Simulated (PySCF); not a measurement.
C₄H₅, doublet, at a GFN2-xTB geometry. Base run: R2SCAN/STO-3G run with PySCF.

Geometry (Å):
```xyz
9

C     -0.0042     0.0064     0.4186
C     -0.0021    -0.8038    -0.8233
C      0.0184     0.6914    -0.9316
C     -0.0165     0.0398     1.6797
H     -0.9133    -1.3267    -1.0782
H      0.9002    -1.3502    -1.0598
H      0.9373     1.1839    -1.2130
H     -0.8815     1.2076    -1.2314
H     -0.0167     0.6828     2.5217
```
Charge 0, spin multiplicity 2.
Orbitals are unrestricted.
All else is at PySCF's defaults.
Base energy -153.28706 Eh.

Each row names what was changed in the base input (with any setting that the change needs).

```tsv
change	ΔE vs base (µEh)	grid points	electrons on the grid
base	0.0	105512	29.00001
grids.prune = dft.gen_grid.sg1_prune	10.6	46840	28.99996
grids.prune = dft.gen_grid.treutler_prune	2.5	90824	29.00001
grids.level = 0	5354	7448	28.99800
grids.level = 1	1191	33080	28.99991
grids.level = 5	-53.8	289616	29.00000
grids.level = 2	-90.6	71696	29.00000
grids.atom_grid = (99, 590)	-38.8	291416	29.00000
grids.atom_grid = (30, 110)	-1870	22152	28.99964
grids.becke_scheme = stratmann	-0.9	105512	29.00001
grids.radi_method = gauss_chebyshev	-8.7	102528	29.00001
```

Open shells are given as the SCF converged; they aren't shown to be the lowest states, and a large step between rows can be another state.
